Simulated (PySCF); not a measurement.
Vertical excitations of a molecule C4H2Cl3F from TDDFT-PBE/def2-SVPD in PySCF, as energy in eV (oscillator strength): 4.30 (0.000), 5.14 (0.002), 5.23 (0.000), 5.25 (0.023), 5.33 (0.001), 5.44 (0.054), 5.45 (0.001), 5.60 (0.004), 5.66 (0.053), 5.90 (0.090). Lowest triplet (TDA): 3.97 eV. Geometry: B3LYP-D3(BJ)/def2-SVP. The values are those of a single conformer.

Problem. Identify the compound among the candidates.
A) F/C(Cl)=C(Cl)/C=C/Cl
B) FC(=C=CCl)C(Cl)Cl
C) F/C=C(\Cl)C=C(Cl)Cl
D) C=C=C(Cl)C(F)(Cl)Cl

Solution. D, C=C=C(Cl)C(F)(Cl)Cl
